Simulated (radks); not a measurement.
Results of a calculation; reference values are marked as such.
Problem. The mean radii <r> (bohr) of the occupied orbitals of an atom or ion are listed with their occupations. Code: a radial shooting solver on a logarithmic mesh with Libxc functionals. Model: scalar-relativistic Kohn-Sham, r2SCAN, spin-unpolarised, spherical densities, finite nucleus; meta-GGA in the generalised Kohn-Sham scheme; Fermi nuclear charge, rms radius of each element as measured or else 0.836 A^(1/3) + 0.57 fm.

| orbital | occ. | <r> |
|---|---|---|
| 1s | 2 | 0.02455 |
| 2s | 2 | 0.1032 |
| 2p | 6 | 0.09027 |

Name the element and its charge.

Solution. Z = 58, cerium, charge +48: Ce48+ in [Ne]. The 1s radius gives Z: for a bare nucleus <r> = (2 gamma + 1)/(2Z) with gamma = sqrt(1 - (Z/c)^2), 0.02424 bohr for Z = 58, and screening makes it slightly larger (0.02455 here). The occupations add up to 10, and the charge is Z minus that.
